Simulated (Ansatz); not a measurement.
CH5NSSi (`[SiH3]/N=C\S`). Charge 0, multiplicity 1. All single points use the PBE0-D4/def2-TZVP geometry. It is one conformer, not always the lowest.

```xyz
9

Si   -0.340    0.447    1.225
N     0.512    0.786   -0.234
C     0.697    0.172   -1.310
S     0.132   -1.416   -1.846
H    -1.341    1.523    1.419
H    -1.056   -0.867    1.252
H     0.646    0.460    2.333
H     1.300    0.618   -2.110
H    -0.549   -1.725   -0.729
```

What is the dipole moment at ωB97M-V/def2-TZVPP? (Best estimate.)

The calculation gave: 0.85 D, with components (-0.26, -0.76, -0.28) D in this frame, pointing from negative to positive charge.

And with PBE, r2SCAN, B3LYP? (Best estimate.)

Ansatz gave: PBE 0.74 D, r2SCAN 0.76 D, B3LYP 0.82 D.

Give the Mulliken charges with ωB97M-V, PBE, r2SCAN in def2-TZVPP. (Estimate.)

Computed: 
```json
{"atom": "Si1", "ωB97M-V": "0.27", "PBE": "0.30", "r2SCAN": "0.41"}
{"atom": "N2", "ωB97M-V": "-0.33", "PBE": "-0.24", "r2SCAN": "-0.36"}
{"atom": "C3", "ωB97M-V": "0.02", "PBE": "0.01", "r2SCAN": "0.10"}
{"atom": "S4", "ωB97M-V": "-0.08", "PBE": "-0.10", "r2SCAN": "-0.09"}
{"atom": "H5", "ωB97M-V": "-0.03", "PBE": "-0.05", "r2SCAN": "-0.07"}
{"atom": "H6", "ωB97M-V": "-0.06", "PBE": "-0.08", "r2SCAN": "-0.10"}
{"atom": "H7", "ωB97M-V": "-0.03", "PBE": "-0.05", "r2SCAN": "-0.07"}
{"atom": "H8", "ωB97M-V": "0.11", "PBE": "0.10", "r2SCAN": "0.08"}
{"atom": "H9", "ωB97M-V": "0.12", "PBE": "0.12", "r2SCAN": "0.11"}
```

B3LYP here is the variant with VWN-RPA as its local correlation; programs differ in this.
